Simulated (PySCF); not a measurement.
AlAsH4, SMILES [AlH2][AsH2]. Geometry optimised at PBE0-D3(BJ)/def2-TZVP.

Computed equilibrium geometry at PBE0-D3(BJ)/def2-TZVP (PySCF confirms it by a frequency run) as a Z-matrix, and its point group:
point group Cs.
```
Al
H 1 1.5866
H 1 1.5866 2 120.52
As 1 2.4274 2 119.67 3 -175.51
H 4 1.5221 1 91.28 2 -138.98
H 4 1.5221 5 93.47 1 -91.37
```
Charge 0, spin multiplicity 1.
